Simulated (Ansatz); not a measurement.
Two structures of SiNH8OF, singlet, reached by relaxing down either side of one saddle point (PBE0-D4/def2-TZVP). Energies are electronic, without zero-point energy. Program: Ansatz 0.2.0. Basis: def2-TZVPP and def2-QZVPP. Cores are frozen in the correlated methods. Extrapolation: Hartree–Fock as exp(−7.88 √X), correlation as X^−2.97. First:

Si1  (-0.975, -0.168, -0.738)
O2  (-0.672, -0.729, 0.841)
H3  (-0.106, -0.656, -1.840)
H4  (-1.507, 1.209, -0.921)
H5  (-2.226, -0.994, -0.949)
H6  (1.633, 0.425, 0.158)
N7  (0.887, 1.003, -0.224)
H8  (0.742, -0.945, 1.455)
F9  (1.666, -0.966, 1.714)
H10  (-1.347, -1.359, 1.103)
H11  (0.687, 1.721, 0.464)
H12  (1.219, 1.460, -1.064)
(Å)

Second:

Si1  (-0.945, 0.519, -0.961)
O2  (0.393, -1.806, 0.566)
H3  (-0.981, -0.509, -2.029)
H4  (-1.431, 1.813, -1.512)
H5  (-1.821, 0.122, 0.163)
H6  (0.678, 0.752, 1.197)
N7  (0.696, 0.829, -0.396)
H8  (0.426, -1.289, 1.385)
F9  (0.645, 0.468, 2.134)
H10  (-0.095, -2.606, 0.772)
H11  (1.121, 1.667, -0.771)
H12  (1.314, 0.040, -0.549)
(Å)

Q: Which bonds change from the first to the second?

A: SiH₄O ([OH][SiH3]) + NH₃ + HF → SiNH₅ ([NH2][SiH3]) + H₂O + HF; bonds formed: Si1–N7, O2–H8, H6–F9; bonds broken: Si1–O2, H6–N7, H8–F9.

Q: Give the saddle point's structure and its height above each. (To be estimated.)

A: By the calculation: 0.849 eV above the first and 0.554 eV above the second (CCSD(T) at an estimated basis limit (MP2 extrapolated from triple and quadruple zeta, plus CCSD(T) − MP2 in triple zeta)).
| atom | x (Å) | y (Å) | z (Å) |
| --- | --- | --- | --- |
| Si1 | -0.7749 | 0.0148 | -0.8483 |
| O2 | -0.3040 | -1.3912 | 0.5640 |
| H3 | -0.2971 | -1.0086 | -1.8016 |
| H4 | -1.0685 | 1.1525 | -1.8125 |
| H5 | -2.0979 | -0.0220 | -0.1691 |
| H6 | 1.2241 | 0.3742 | 0.6799 |
| N7 | 0.6072 | 0.9878 | -0.0478 |
| H8 | 0.6121 | -1.1737 | 1.0787 |
| F9 | 1.6910 | -0.5569 | 1.4897 |
| H10 | -1.0041 | -1.5360 | 1.2044 |
| H11 | 0.2172 | 1.7868 | 0.4443 |
| H12 | 1.1949 | 1.3725 | -0.7816 |

T1 diagnostic: at most 0.011.

Labels in which every atom is bracketed show which atoms are joined, not bond orders.

For scale, one of the runs: CCSD(T)/def2-TZVPP, 247 basis functions, launched by `ansatz run in.yaml --threads 4 --pin off --events-out ev --progress --plain --max-ram 9574MiB`. Time: 4.6 min of wall clock on 4 CPU threads of an AMD EPYC; the host was shared. Peak host memory: 5.3 GiB.
